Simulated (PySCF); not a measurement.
SMILES CC(C)[Si](F)(F)Cl (B3LYP/def2-SVP optimised geometry):

```
14

C      0.953    -1.357     0.021
C      0.377     0.070     0.000
C      0.911     0.903    -1.182
Si    -1.486     0.070     0.000
F     -2.066    -0.628    -1.338
F     -2.054     1.582     0.000
Cl    -2.304    -0.904     1.616
H      0.591    -1.933     0.888
H      2.054    -1.328     0.072
H      0.678    -1.913    -0.890
H      0.661     0.576     0.942
H      0.522     1.933    -1.166
H      0.630     0.451    -2.147
H      2.012     0.957    -1.149
```

Calculation: PySCF 2.14.0 with B3LYP/def2-TZVP.

**Question.** What are the frontier orbital energies and the dipole moment?

**Answer.** HOMO-2 -9.54 eV, HOMO-1 -9.43 eV, HOMO -8.75 eV, LUMO 0.31 eV, LUMO+1 0.77 eV; dipole moment 2.59 D.

On the same geometry PBE/def2-TZVP (PySCF 2.14.0) gives HOMO-2 -8.33 eV, HOMO-1 -8.23 eV, HOMO -7.59 eV, LUMO -0.28 eV, LUMO+1 0.06 eV; dipole moment 2.53 D.

Meta-Löwdin charges at B3LYP/def2-TZVP: C1 -0.32, C2 -0.32, C3 -0.32, Si4 1.44, F5 -0.49, F6 -0.49, Cl7 -0.28, H8 0.11, H9 0.11, H10 0.11, H11 0.12, H12 0.12, H13 0.11, H14 0.11.
